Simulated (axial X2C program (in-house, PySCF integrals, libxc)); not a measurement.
## Working with the constants of NiF

A bond curve at the PBE0 level, two-component, was computed with an in-house relativistic program for diatomic molecules (basis Ni dyall-v3z [9s9p6d3f2g], F dyall-v3z [6s5p2d1f] (cores contracted in-house)) for the state Ω = 1/2 (⟨Sz⟩ = 0.49, ⟨Lz⟩ = 0.01 at PBE0). Its fit gives Re = 1.7545 Å, ωe = 621.9 cm⁻¹, ωexe = 3.39 cm⁻¹ and αe = 3.078e-03 cm⁻¹; the masses are 57.9353 and 18.9984 u. Two-component means X2C with spin–orbit coupling and atomic mean-field Coulomb and Gaunt terms.

(1) Find the reduced mass, Be and the force constant.

(2) The dipole moment p changes by 4.99 D/Å at Re. What harmonic infrared intensity follows?

(3) Where do the fundamental and the first overtone lie?

(4) A Morse curve ties αe to the other constants (Pekeris). How well does that hold?

(5) Estimate the centrifugal constant by the Kratzer relation.

The state is one determinant whose occupation by symmetry is held fixed; it was picked as the lowest of a PBE0 search that is not exhaustive. Density functionals use the spin component along the axis (collinear). PBE0 can misorder states that lie within some tenths of an eV, so this need not be the ground state of the molecule. The nearest other 2c determinant of the search, Ω = 3/2, lies 0.00 eV up at the distance of the search.

Answers

(1) From the PBE0 values: μ = 14.3068 u. Be = 16.8576/(μ Re²) = 0.3828 cm⁻¹. k = 5.8918×10⁻⁷ μ ωe² = 3.26 mdyn/Å.

(2) I = 42.256 × (dp/dR)²/μ = 74 km/mol.

(3) ν(1←0) = ωe − 2ωexe = 615.1 cm⁻¹; ν(2←0) = 2ωe − 6ωexe = 1223.5 cm⁻¹.

(4) αe(Morse) = 6Be²/ωe × (√(ωexe/Be) − 1) = 2.793e-03 cm⁻¹; the PBE0 curve gives 3.078e-03 cm⁻¹, a ratio of 0.91.

(5) D = 4Be³/ωe² = 5.80e-07 cm⁻¹.
